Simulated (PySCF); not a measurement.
All of these have the formula C3H11ClOSi2. Method: TDDFT PBE0/def2-SVPD, vertical, gas phase, core orbitals frozen in the response in PySCF 2.14.0, density-fitted response routines. Geometries: GFN2-xTB; one conformer of each isolated species. Triplets are in the Tamm–Dancoff approximation.

A. `CO[Si@H](CCl)[SiH2]C`
B. `CO[Si@H](C)[SiH2]CCl`
C. `CO[SiH2]C[SiH2]CCl`

Lowest singlet levels (six at most, fewer where fewer were computed) with oscillator strengths:

1. 6.05 eV (f 0.013); 6.36 eV (f 0.026); 6.64 eV (f 0.012); 6.67 eV (f 0.016); 6.91 eV (f 0.015); 7.02 eV (f 0.005); T1 5.42 eV
2. 6.65 eV (f 0.019); 6.94 eV (f 0.007); 7.14 eV (f 0.005); 7.18 eV (f 0.015); 7.41 eV (f 0.089); 7.58 eV (f 0.005); T1 6.01 eV
3. 6.48 eV (f 0.015); 6.60 eV (f 0.011); 6.63 eV (f 0.026); 6.74 eV (f 0.027); 6.84 eV (f 0.024); 6.94 eV (f 0.016); T1 5.75 eV

**Question.** Which spectrum belongs to which structure?

**Answer.** 1 = A, 2 = C, 3 = B.
- A: S1 at 6.05 eV, HOMO→LUMO (89%); Löwdin shares by element: HOMO silicon 37%, oxygen 26%, carbon 6% or more (atoms not listed hold the other 31%); LUMO silicon 47%, oxygen 8%, hydrogen 7% or more (atoms not listed hold the other 38%); HOMO -7.73 and LUMO -0.38 eV.
- B: S1 at 6.48 eV, HOMO→LUMO (90%); Löwdin shares by element: HOMO chlorine 37%, silicon 24%, carbon 18% or more (atoms not listed hold the other 22%); LUMO silicon 46%, hydrogen 10% or more, chlorine 8% (atoms not listed hold the other 36%); HOMO -7.83 and LUMO -0.24 eV.
- C: S1 at 6.65 eV, HOMO→LUMO (70%), HOMO→LUMO+1 (19%); Löwdin shares by element: HOMO chlorine 54%, carbon 20% or more, silicon 11% or more; LUMO silicon 25%, chlorine 14%, carbon 8% or more (atoms not listed hold the other 53%); HOMO -7.90 and LUMO 0.00 eV.

Without π bonds the low states are Rydberg-like; a valence basis with one diffuse set may place them up to an eV too high.
